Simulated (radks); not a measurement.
Spherical quantum dot in the effective-mass picture: electrons in a parabolic well V = omega^2 r^2 / 2 with omega = 2.02, all in effective atomic units (hartree* = m*/eps^2 hartree, bohr* = eps/m* bohr), one dielectric constant everywhere. Calculated with a radial shooting solver with Libxc functionals: non-relativistic Kohn-Sham, LDA (Slater exchange, Perdew-Wang correlation), spin-polarised, spherical densities. Levels are named by radial order and angular momentum (1s, 1p, 1d, 2s, ...), and open shells are averaged over m. Results are scaled to m* = 0.027 and eps = 17.2, for which hartree* = 2.483 meV and bohr* = 33.71 nm.

N = 5, configuration 1s2 1p(up 3, down 0). This is the lowest configuration that the search found. Occupied and some empty levels:

level,occupation,eigenvalue (meV),<r> (nm)
1s up,1,16.904,30.25
1s down,1,17.421,30.10
1p up,3,20.866,38.91
1p down,0,21.411,39.11
1d up,0,25.109,45.65
2s up,0,25.584,41.88
1d down,0,25.608,46.01
2s down,0,25.949,42.19
1f up,0,29.539,51.40
1f down,0,29.968,51.82

Energy (meV): total 72.7681, kinetic 21.948, external 31.706, Hartree 26.474, exchange-correlation -7.3602.

Electron density:

r (nm),n(r) (e/nm^3)
1.51,0.00001759
7.19,0.00001779
12.9,0.00001790
18.6,0.00001731
24.3,0.00001559
29.9,0.00001277
35.6,9.359e-06
41.3,6.094e-06
47.0,3.488e-06
52.7,1.753e-06
58.4,7.766e-07
64.1,3.006e-07
69.7,1.021e-07
75.4,3.076e-08
